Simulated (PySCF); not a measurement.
NbSFCl2, SMILES [F][Nb](=[S])([Cl])[Cl], multiplicity 1. Atoms are numbered in the order given.

```xyz
5

Nb    -0.2152    -0.0438     0.0000
S      0.7246    -1.9740     0.0000
F     -2.0570    -0.3106     0.0000
Cl     0.4630     1.0639    -1.8836
Cl     0.4630     1.0639     1.8836
```
Charge 0, spin multiplicity 1.

Geometry: PBE-D3(BJ)/def2-SVP. The multiplicity is an assumed one; no other spin state was optimised. The structure was generated by enumeration; whether it is a known compound was not checked. The def2 effective core potentials stand for the cores of Nb; spin–orbit coupling is left out.

The numbers are results of PySCF with PBE-D3(BJ)/def2-SVP, not measurements.

Frequencies are harmonic and unscaled.

| mode | ν (cm⁻¹) | IR (km/mol) | Raman (Å⁴/amu) | depolarisation | moving atoms (share of kinetic energy) |
|---|---|---|---|---|---|
| 1 | 104 | 1.2 | 3.2 | 0.74 | Cl 79 %, Nb 15 % |
| 2 | 136 | 1.2 | 4.5 | 0.75 | F 50 %, Cl 31 %, S 18 % |
| 3 | 136 | 1.3 | 3.6 | 0.60 | Cl 41 %, S 26 %, Nb 25 % |
| 4 | 150 | 1.6 | 2.6 | 0.75 | S 34 %, Cl 31 %, F 19 %, Nb 16 % |
| 5 | 190 | 0.5 | 2.7 | 0.75 | F 60 %, S 26 %, Nb 9 % |
| 6 | 398 | 26.8 | 13.0 | 0.04 | Cl 78 %, Nb 15 % |
| 7 | 434 | 80.2 | 1.7 | 0.75 | Cl 60 %, Nb 39 % |
| 8 | 564 | 54.1 | 20.6 | 0.15 | S 70 %, Nb 29 % |
| 9 | 703 | 103.4 | 2.8 | 0.10 | F 81 %, Nb 19 % |
